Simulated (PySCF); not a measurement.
Structure with atom numbers: `[CH3:1][Se:2][CH3:3]`. Hydrogens are named by the atom that carries them.

Geometry: PBE0-D3(BJ)/def2-SVP; GIAO absolute shieldings from PySCF 2.14.0 with density-fitted response routines, gas phase, non-relativistic, averaged over equivalent atoms.

At LC-wPBE/pcSseg-1 (105 basis functions, roughly 8 core-seconds):
```json
{"atoms": "C1/C3", "σ (ppm)": "175.9"}
{"atoms": "Se2", "σ (ppm)": "1805.1"}
{"atoms": "H(C1)/H(C3)", "σ (ppm)": "29.72"}
```

Q: Predict the values at LDA/pcSseg-2 on the same geometry.

A: 
```csv
atoms,σ at LDA/pcSseg-2,change
C1/C3,162.7,-13.2
Se2,1674.0,-131.1
H(C1)/H(C3),28.87,-0.85
```

The largest change is at Se2 (selenium bonded to 2 C). Cost: 219 basis functions, of the order of 17 core-seconds.

Relativistic effects, spin–orbit coupling among them, are left out; they matter for Se and for the light atoms bonded to it.
